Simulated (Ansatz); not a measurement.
```yaml
crystal:
  periodic: [false, false, false]
  atoms:
    - {symbol: O, position_ang: [-0.118873, -4.968294, 2.073924]}
    - {symbol: C, position_ang: [0.416285, -2.976645, 1.381745]}
    - {symbol: N, position_ang: [0.760478, -0.846295, 0.570652]}
    - {symbol: Sn, position_ang: [-2.395605, 1.937527, -1.602180]}
    - {symbol: H, position_ang: [2.442693, 0.042219, 0.709187]}
    - {symbol: H, position_ang: [-1.152085, 4.243124, 0.499203]}
    - {symbol: H, position_ang: [0.162760, 2.439862, -3.718891]}
basis:
  gaussian: {orbitals: ANO-RCC-VTZP}
hamiltonian: {xc: {name: PBEsol}}
output: {forces: true}
```

```sh
$ ansatz run in.yaml --threads 2 --pin off --events-out ev --progress --plain --max-ram 4352MiB
```

It prints (some lines left out):

```
Functional definition: PBEsol
  name "PBEsol"
  cite "Perdew et al., Phys. Rev. Lett. 100, 136406 (2008) doi:10.1103/PhysRevLett.100.136406"
  cite "Perdew, Burke & Ernzerhof, Phys. Rev. Lett. 77, 3865 (1996) doi:10.1103/PhysRevLett.77.3865"
  parent pbesol
  exchange = pbesol_x
  correlation = pbesol_c
1467 factors; their error is unknown
mean field evaluation 1: about -172508.7617 eV, gradient 1.3e2 eV
mean field evaluation 2: about -171809.9392 eV, gradient 2.4e2 eV
mean field evaluation 4: about -172524.9382 eV, gradient 9.0e1 eV
mean field evaluation 8: about -172524.9377 eV, gradient 9.0e1 eV
mean field evaluation 16: about -172562.2251 eV, gradient 2.9e-1 eV
mean field evaluation 64: about -172562.1942 eV, gradient 5.1e-1 eV
mean field -172562.22529414 eV, -6341.5448126823 hartree, gradient 2.1e-5 eV, S^2 0.000000; 6 other end points of the search recorded, 0 dependent functions left out
the calculation of the forces begins
reference -172562.22539448 eV, -6341.5448163697 hartree; 37, 37 occupied and 163, 163 virtual orbitals, 1467 factors
Total energy: -172562.22539448 eV, -6341.5448163697 hartree
Relativity: scalar
Atom 0 at    -0.118873    -4.968294     2.073924 Å, force     1.268988     4.848948    -1.695717 eV/Å
Atom 1 at     0.416285    -2.976645     1.381745 Å, force    -0.540899    -1.837352     0.623959 eV/Å
Atom 2 at     0.760478    -0.846295     0.570652 Å, force     2.129212    -1.091206     1.129950 eV/Å
Atom 3 at    -2.395605     1.937527    -1.602180 Å, force     1.520531     1.026827     0.035246 eV/Å
Atom 4 at     2.442693     0.042219     0.709187 Å, force    -2.914895    -1.834643    -0.112890 eV/Å
Atom 5 at    -1.152085     4.243124     0.499203 Å, force    -0.491608    -0.885348    -0.760029 eV/Å
Atom 6 at     0.162760     2.439862    -3.718891 Å, force    -0.971328    -0.227226     0.779480 eV/Å
Dipole moment:    -1.028261     1.242393    -0.855135 e Å
```

Problem. What is wrong with this run?

Solution. The coordinates are in bohr but typed as ångström. The calculation finished and met its thresholds. The result belongs to that input, not to the molecule as meant.
